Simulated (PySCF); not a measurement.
A species of formula C5H5N3O has this rotational fingerprint, computed with PBE0/def2-SVPD in PySCF (dipole) on a GFN2-xTB geometry, gas phase:

| Item | Value |
| --- | --- |
| Rotational constants | A = 2200, B = 1939, C = 1031 MHz |
| Dipole components | \|μa\| = 0.59 D, \|μb\| = 0.41 D, \|μc\| = 0.00 D |
| Inertial defect | 0.00 u·Å² |
| κ | 0.55 |

Task: Which structure is it? (One computed conformer of each.)
A. `[CH2:1]=[CH:2][c:3]1[n:4][cH:5][n:6][n:7]1[CH:8]=[O:9]` with C1–C2–C3–N4 0°, N6–N7–C8–O9 180°
B. `[CH3:1][c:2]1[n:3][n:4][cH:5][c:6]([CH:7]=[O:8])[n:9]1` with C5–C6–C7–O8 -7°

Result: A. It is C=Cc1ncnn1C=O, an asymmetric top, point group Cs. The candidates at the same level (rigid rotor, commonest isotopes):

```tsv
SMILES	A (MHz)	B (MHz)	C (MHz)	μa (D)	μb (D)	μc (D)	Δ (u·Å²)	point group	rotor
Cc1nncc(C=O)n1	3907	1211	936.6	1.28	2.14	0.95	-7.22	C1	asymmetric top
C=Cc1ncnn1C=O	2200	1939	1031	0.59	0.41	0.00	0.00	Cs	asymmetric top
```

`Cc1nncc(C=O)n1` has A 78 % too high. In the right answer the mirror of this Cs structure is the ab plane, so μc vanishes by symmetry. No structure here is proved a minimum.
